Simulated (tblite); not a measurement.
Species: C5H10FO (doublet state).
Atom-mapped SMILES: `[CH3:1][CH2:2][CH2:3][C@H:4]([O:5])[CH2:6][F:7]` (hydrogens: H8, H9, H10 on C1; H11, H12 on C2; H13, H14 on C3; H15 on C4; H16, H17 on C6)

Cartesian coordinates in Å at the GFN2-xTB level; atoms count from 1:
```
atom  x, y, z in Å
C1     1.8884    0.1835    0.7530
C2     1.1609    0.1757   -0.5830
C3     0.0518   -0.8593   -0.6468
C4    -1.1833   -0.5549    0.2934
O5    -1.9456   -1.6033    0.4303
C6    -1.9492    0.7256   -0.1029
F7    -1.2618    1.8591    0.2577
H8     1.2132    0.4853    1.5536
H9     2.7131    0.8915    0.7334
H10    2.2824   -0.8034    0.9858
H11    1.8755   -0.0670   -1.3755
H12    0.7696    1.1715   -0.7916
H13    0.4244   -1.8425   -0.3568
H14   -0.3609   -0.9332   -1.6546
H15   -0.6631   -0.3382    1.2632
H16   -2.9123    0.7496    0.4154
H17   -2.1101    0.7720   -1.1844
```

Computed with GFN2-xTB (tblite): harmonic, unscaled wavenumbers at the GFN2-xTB geometry, gas phase. The method is semi-empirical: single wavenumbers can be off by several per cent or more. One conformer, not necessarily the lowest. Open shells enter through the occupations alone, without spin polarisation, and single modes of such species can be off by tens of per cent.

Harmonic wavenumbers (cm⁻¹): 35.4, 85.6, 133.8, 187.4, 234.5, 294.9, 337.6, 393.8, 439.7, 513.4, 720.1, 800.4, 854.2, 920.1, 944.8, 975.0, 1027.7, 1049.0, 1080.0, 1092.0, 1125.5, 1160.6, 1185.5, 1200.2, 1228.8, 1275.0, 1290.9, 1315.7, 1334.5, 1412.8, 1428.7, 1456.2, 1471.4, 1486.6, 1496.0, 2562.7, 2949.7, 2951.9, 2967.3, 2980.4, 2998.2, 3001.4, 3014.3, 3037.5, 3047.3.

A = 3012, B = 2009, C = 1430 MHz; mass 105.072 u (most abundant isotopes); point group C1, symmetry number 1; spin multiplicity 2.

What is the zero-point energy?

Half the sum of the wavenumbers: 30749 cm⁻¹ = 367.84 kJ/mol.

Give the ideal-gas entropy at 273.15 K and 1 bar in the rigid-rotor, harmonic-oscillator model (classical rotation).

Translation 165.09, rotation 116.10, vibration 88.27, spin (R ln 2) 5.76: S = 375.2 J/(mol K).

And Cp and H(273.15 K) − H(0)?

Cp = 123.38 J/(mol K), of which vibrations give 90.13 (their classical limit is 45 R = 374.2); H(273.15 K) − H(0) = 21.59 kJ/mol without the zero-point energy, 12.51 from vibrations.

What must be added to the electronic energy to get the Gibbs energy at 273.15 K and 1 bar?

ZPE + [H(273.15 K) − H(0)] − T·S = 367.84 + 21.59 − 102.49 = 286.94 kJ/mol.

Blend soft modes into free rotors: weight 1/[1 + (100 cm⁻¹/ν̃)⁴] for the oscillator and the rest for a rotor with moment μB/(μ + B), μ = h/(8π²ν), B = 10⁻⁴⁴ kg m². What vibrational entropy results?

80.02 J/(mol K) in place of 88.27, which changes −T·S at 273.15 K by +2.25 kJ/mol.

How do the functions run with temperature in this model?

```tsv
T (K)	S (J/(mol K))	Cp (J/(mol K))	H − H(0) (kJ/mol)	G − H(0) (kJ/mol)	ln q(vib)
150	314.5	84.5	8.87	-38.29	2.59
250	364.6	115.4	18.83	-72.33	4.64
298.15	386.4	132.3	24.79	-90.42	5.61
400	430.4	169.0	40.15	-132.03	7.66
600	511.0	229.0	80.28	-226.31	11.71
900	615.9	287.5	158.49	-395.82	17.61
```

q(vib) and H(0) count from the zero-point level.

Which modes carry the vibrational entropy at 273.15 K?

35.4 cm⁻¹: 22.29; 85.6 cm⁻¹: 15.01; 133.8 cm⁻¹: 11.39; 187.4 cm⁻¹: 8.75; 234.5 cm⁻¹: 7.07; 294.9 cm⁻¹: 5.44 J/(mol K); the other 39 give 18.32 together.

Hindered rotation and anharmonicity are outside this model. Other conformers, if any are populated, would add a mixing term that is left out. The structure is chiral; the term R ln 2 for an equal mix with its mirror image is left out.

On one thread, Arm Neoverse V1 (aarch64), no GPU, shared host, this took 0.47 s wall. The figure is for the frequency step alone.
